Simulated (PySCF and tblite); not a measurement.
The numbers below are computed, except where a source is named.
C₅H₁₂GeOS, numbered as in [O:1]=[S@:2]1[CH2:3][CH2:4][CH2:5][C@H:6]([GeH3:7])[CH2:8]1.

The ensemble was built from 60 distance-geometry starts (ETKDG and KDG, UFF, GFN2-xTB) and rests on GFN2-xTB geometries. Energies: wB97X/def2-SVP (IEF-PCM, methanol), with GFN2-xTB thermal terms (modes under about 100 cm⁻¹ blended into free rotors). Symmetry numbers and mirror images are counted. Conformers within 2.5 kcal/mol (GFN2-xTB free energy) were kept, 2 at most. GIAO shieldings: mPW1PW91/pcSseg-1 (IEF-PCM, methanol). Shifts are against TMS (¹H), TMS (¹³C) at the same level; of two unlike H on one atom, a is the less shielded. Codes: tblite and PySCF.

**Question.** List the conformer-averaged shifts at 298.15 K.

**Answer.** ¹H: 3.39 (H7, 3H), 2.92 (H3a, 1H), 2.90 (H8a, 1H), 2.66 (H6, 1H), 2.54 (H4a, 1H), 2.40 (H8b, 1H), 2.38 (H3b, 1H), 1.83 (H5a, 1H), 1.80 (H4b, 1H), 1.49 (H5b, 1H) ppm. ¹³C: 57.5 (C8), 54.8 (C3), 33.8 (C5), 19.8 (C4), 16.4 (C6) ppm.

**Question.** How do the conformers differ?

**Answer.** The 6-ring runs over atoms 2–3–4–5–6–8.
```tsv
conformer	shape	weight %
1	6-ring chair (O1 axial)	100.0
2	6-ring chair (Ge7 axial)	0.0
```

| signal | 1 | 2 | average |
| --- | --- | --- | --- |
| H3a | 2.92 | 2.82 | 2.92 |
| H3b | 2.38 | 3.58 | 2.38 |
| H4a | 2.54 | 2.14 | 2.54 |
| H4b | 1.80 | 2.16 | 1.80 |
| H5a | 1.83 | 1.89 | 1.83 |
| H5b | 1.49 | 1.89 | 1.49 |
| H6 | 2.66 | 2.31 | 2.66 |
| H7 | 3.39 | 3.55 | 3.39 |
| H8a | 2.90 | 3.00 | 2.90 |
| H8b | 2.40 | 3.63 | 2.40 |
| C3 | 54.8 | 65.7 | 54.8 |
| C4 | 19.8 | 28.1 | 19.8 |
| C5 | 33.8 | 32.3 | 33.8 |
| C6 | 16.4 | 25.9 | 16.4 |
| C8 | 57.5 | 66.4 | 57.5 |

Spin–orbit effects of the heavy atoms on shieldings are missing. Shifts are unscaled: against experiment ¹³C can be off by 15 ppm or more and ¹H by 0.8 ppm.


Conformer gaps in def2-SVP on xTB geometries can be 2 kcal/mol too large for S=O, P=O and other polar bonds.